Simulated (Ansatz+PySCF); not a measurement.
Values are calculated unless marked as measured or tabulated.
A run of Ansatz (development build ahead of 0.2.0) on triplet NiO at this shape:

```xyz
2

Ni    0.0000    0.0000    0.0000
O     0.0000    0.0000    1.6921
```

Its results:

* Converged: yes
* Total energy: -1582.88542 hartree

Task: Which input gives this output? Name the method, the orbitals and the basis set, and write the input.

Result: PBE (unrestricted) in def2-SVP.

```yaml
crystal:
  periodic: [false, false, false]
  atoms:
    - { symbol: Ni, position_ang: [0.0, 0.0, 0.0] }
    - { symbol: O, position_ang: [0.0, 0.0, 1.69208] }
basis:
  gaussian: { orbitals: def2-SVP }
magnetization:
  spin_polarized: true
  initial_magnetization: 2
hamiltonian:
  xc: pbe
```

Caution: another spin multiplicity may lie lower.
